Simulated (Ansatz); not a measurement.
Consider the formal exchange of groups at the Se–Si bond: `F[Si](F)([SeH])[SeH]` + `CC[SiH3]` → `CC[SiH2][SeH]` + `F[SiH](F)[SeH]`.

Isolated molecules relaxed with PBE0-D4/def2-TZVP in Ansatz; ΔE leaves out vibrations. CCSD(T)/CBS is the MP2 limit (def2-TZVPP, def2-QZVPP) plus CCSD(T) − MP2 in def2-TZVPP, frozen cores. Functionals use def2-TZVPP. For Se outer-core shells are correlated without core-valence functions, which leaves a few kJ/mol of doubt a bond. Scalar relativity is left out up to krypton. One conformer a species, not always the lowest.

| level | ΔE (kJ/mol) |
| --- | --- |
| r2SCAN-D4 | 0.6 |
| CCSD(T)/def2-TZVPP | -3.4 |
| MP2/def2-QZVPP | -4.3 |
| HF/CBS(def2) | -8.0 |

Question: What does CCSD(T)/CBS give? (Best estimate.)

Answer: The calculation gave: -3.6 kJ/mol. The listed levels differ from it by 4.2, 0.2, -0.7, -4.4 kJ/mol.

Largest T1 diagnostic among the species: 0.011.

In def2-TZVPP, CCSD(T) changes the Hartree–Fock value by +4.1 kJ/mol (the triples alone add +0.9 kJ/mol) and MP2 by +3.4 kJ/mol.
